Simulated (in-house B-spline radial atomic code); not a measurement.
A fraction x of an electron is removed from 4s in the selenium ion Se⁺, starting from [Ar] 3d10 4s2 4p3 and keeping the highest spin. Method: non-relativistic PBE, spin-polarised, spherical fractional occupations, point nucleus. Calculated with a radial B-spline atomic code at the basis-set limit.

| x | E(x) - E(0) (eV) | 4s down level (eV) |
| --- | --- | --- |
| 0 | 0.0000 | -24.431 |
| 0.02 | 0.4906 | -24.629 |
| 0.22 | 5.6158 | -26.630 |
| 0.29 | 7.5048 | -27.341 |
| 0.38 | 10.0069 | -28.263 |
| 0.5 | ? | ? |
| 0.62 | 17.0904 | -30.782 |
| 0.71 | 19.9043 | -31.752 |
| 0.85 | ? | ? |
| 0.95 | 27.8370 | -34.303 |
| 1 | 29.5619 | - |

What belongs in the row x = 0.5?

An energy change of 13.4731 eV; 4s down at -29.511 eV.

What belongs in the row x = 0.85?

An energy change of 24.4565 eV; 4s down at -33.279 eV.

Check Janak's theorem between x = 0.02 and 0.22.

The slope of the energy is 25.63 eV; the orbital levels give 25.63 eV (-ε of the emptying orbital, averaged over the two points).
